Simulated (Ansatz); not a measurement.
`C[BH][GeH3]` + ethanol → `CBOCC` + GeH₄ at 600 K and 1 bar (cleavage of the B–Ge bond).

Calculated with Ansatz (gas phase, PBE0-D4/def2-TZVP geometries, no zero-point term in ΔE). CCSD(T)/CBS is the MP2 limit (def2-TZVPP, def2-QZVPP) plus CCSD(T) − MP2 in def2-TZVPP, frozen cores. For Ge outer-core shells are correlated without core-valence functions, which leaves a few kJ/mol of doubt a bond. Scalar relativity is left out up to krypton. Each species was taken in one conformer, which may not be the lowest.

```tsv
species	CCSD(T)/CBS energy (Eh)	H − E (kJ/mol)	S (J/(mol·K))
`C[BH][GeH3]`	-2143.14307	241.6	409.9
`CCO`	-154.88256	250.6	328.9
`CBOCC`	-219.59220	381.5	440.8
GeH₄	-2078.49493	105.8	256.4
```

H − E and S are ideal-gas, rigid-rotor, harmonic terms from PBE0-D4/def2-TZVP, for one conformer and one mirror image of each species. 1 Eh = 2625.50 kJ/mol, R = 8.31446 J/(mol·K).

Problem. By hand: ΔE, ΔH, ΔS and ΔG.

Solution. ΔE = (-219.59220) + (-2078.49493) − (-2143.14307) − (-154.88256) = -0.06150 Eh = -161.5 kJ/mol. Δ(H − E) = 381.5 + 105.8 − 241.6 − 250.6 = -4.9, so ΔH = -166.4 kJ/mol. ΔS = 440.8 + 256.4 − 409.9 − 328.9 = -41.6 J/(mol·K). ΔG = -166.4 − 600 × (-41.6)/1000 = -141.4 kJ/mol.

Problem. By hand: the equilibrium constant, and the temperature at which ΔG would vanish if ΔH and ΔS stayed fixed.

Solution. log₁₀ K = −ΔG/(RT ln 10) = 12.3. ΔG = 0 at ΔH/ΔS = 4000 K, far beyond where these terms or the molecules hold.

ΔH outweighs TΔS. A doubt of 5 kJ/mol in ΔE shifts log₁₀ K by 0.4 here. Other conformers and mirror images would add mixing entropy, several J/(mol·K) or more a flexible species. Modes under 60 cm⁻¹, often nearly free rotors, make the harmonic entropy too high. These are equilibria of isolated gas molecules and say nothing of rates. Largest T1 diagnostic: 0.012 (customary marks: 0.02 for closed shells, 0.045 for open ones).
